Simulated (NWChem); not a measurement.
System: C3H5NO; SMILES C/N=C\C=O

NWChem printed, in part:

```
             Northwest Computational Chemistry Package (NWChem) 7.3.0
             --------------------------------------------------------

                             Geometry "geometry" -> ""
                             -------------------------

 Output coordinates in angstroms (scale by  1.889725989 to convert to a.u.)

  No.       Tag          Charge          X              Y              Z
 ---- ---------------- ---------- -------------- -------------- --------------
    1 C                    6.0000     0.63528800    -1.89758900    -0.08154100
    2 N                    7.0000    -0.62467900    -1.19013100    -0.22395400
    3 C                    6.0000    -0.72580800     0.07504200    -0.10495900
    4 C                    6.0000     0.32912900     1.09889100     0.18874300
    5 O                    8.0000     0.04466900     2.27776300     0.26650400
    6 H                    1.0000     0.81020400    -2.45760300    -1.00779300
    7 H                    1.0000     1.52508700    -1.29489400     0.13792800
    8 H                    1.0000     0.51153000    -2.64319300     0.71276100
    9 H                    1.0000    -1.71744100     0.52127700    -0.22899100
   10 H                    1.0000     1.37178000     0.75747100     0.33303900

 Effective nuclear repulsion energy (a.u.)     157.0289879515

                                 NWChem DFT Module
                                 -----------------

 Summary of "ao basis" -> "ao basis" (spherical)
 ------------------------------------------------------------------------------
       Tag                 Description            Shells   Functions and Types
 ---------------- ------------------------------  ------  ---------------------
 C                          def2-svp                 6       14   3s2p1d
 N                          def2-svp                 6       14   3s2p1d
 O                          def2-svp                 6       14   3s2p1d
 H                          def2-svp                 3        5   2s1p

            General Information
            -------------------
          SCF calculation type: DFT
          Wavefunction type:  closed shell.
          No. of atoms     :    10
          No. of electrons :    38
           Alpha electrons :    19
            Beta electrons :    19
          Charge           :     0
          Spin multiplicity:     1
          Use of symmetry is: off; symmetry adaption is: off
          Maximum number of iterations: 150
          AO basis - number of functions:    95
                     number of shells:    45
          Convergence on energy requested:  1.00D-06
          Convergence on density requested:  1.00D-05
          Convergence on gradient requested:  5.00D-04

              XC Information
              --------------
                         B3LYP Method XC Potential
                     Hartree-Fock (Exact) Exchange  0.200
                        Slater Exchange Functional  0.800 local
                    Becke 1988 Exchange Functional  0.720 non-local
              Lee-Yang-Parr Correlation Functional  0.810
                  VWN I RPA Correlation Functional  0.190 local

             Grid Information
             ----------------
          Grid used for XC integration:  medium
          Radial quadrature: Mura-Knowles
          Angular quadrature: Lebedev.
          Tag              B.-S. Rad. Rad. Pts. Rad. Cut. Ang. Pts.
          ---              ---------- --------- --------- ---------
          C                   0.70       49          10.0       434
          N                   0.65       49           8.0       434
          O                   0.60       49          12.0       434
          H                   0.35       45          11.0       434
          Grid pruning is: on
          Number of quadrature shells:   470
          Spatial weights used:  Erf1

      Superposition of Atomic Density Guess
      -------------------------------------

 Sum of atomic energies:        -244.30616209

      Non-variational initial energy
      ------------------------------

[...]

                     NWChem Electrostatic Potential Fit Module
                     -----------------------------------------

 Atom parameters

 Number of atoms is                                   10
 Number of basis functions is                         95

 Grid parameters

 Maximum number of grid points is                  38600
 Number of grid points is                          38599
 Grid range                                     0.300000 nm
 Grid spacing                                   0.020000 nm
 Probe radius                                   0.070000 nm
 Atom radius factor                             1.000000

 Atomic radii

    1    0.100000
    6    0.147000
    7    0.140000
    8    0.136000
 FASTESP  F
  using M.O. file = ./job.movecs

    Atom              Coordinates                           Charge

                                                  ESP

    1 C     0.063529   -0.189759   -0.008154    0.380051
    2 N    -0.062468   -0.119013   -0.022395   -0.513711
    3 C    -0.072581    0.007504   -0.010496    0.256241
    4 C     0.032913    0.109889    0.018874    0.367558
    5 O     0.004467    0.227776    0.026650   -0.426216
    6 H     0.081020   -0.245760   -0.100779   -0.015625
    7 H     0.152509   -0.129489    0.013793   -0.078856
    8 H     0.051153   -0.264319    0.071276   -0.016066
    9 H    -0.171744    0.052128   -0.022899    0.016385
   10 H     0.137178    0.075747    0.033304    0.030238
                                            ------------
                                               -0.000000

 Dipole moment                                  1.067845

 Quadrupole moment Qxx                          5.672475
                   Qyy                        -10.447897
                   Qzz                          4.775422

 RMS deviation kJ/mol                           0.069972

 RRMS %                                        27.791840
```

Level: B3LYP/def2-SVP. The geometry was optimised at B3LYP/6-31G* (spherical d). B3LYP is NWChem's, with the RPA form of VWN correlation.

Problem. Which NWChem input produces such a log?

Solution. This is not unique; one that fits is the input that was run:
```
start job
memory heap 200 mb stack 900 mb global 1100 mb
geometry units angstroms noautosym nocenter noautoz
  C      0.635288    -1.897589    -0.081541
  N     -0.624679    -1.190131    -0.223954
  C     -0.725808     0.075042    -0.104959
  C      0.329129     1.098891     0.188743
  O      0.044669     2.277763     0.266504
  H      0.810204    -2.457603    -1.007793
  H      1.525087    -1.294894     0.137928
  H      0.511530    -2.643193     0.712761
  H     -1.717441     0.521277    -0.228991
  H      1.371780     0.757471     0.333039
end
basis spherical
  C library def2-svp
  N library def2-svp
  O library def2-svp
  H library def2-svp
end
dft
  xc b3lyp
  iterations 150
  mulliken
end
task dft energy
esp
  recalculate
  probe 0.07
  range 0.3
  factor 1.0
  spacing 0.02
end
task esp
```
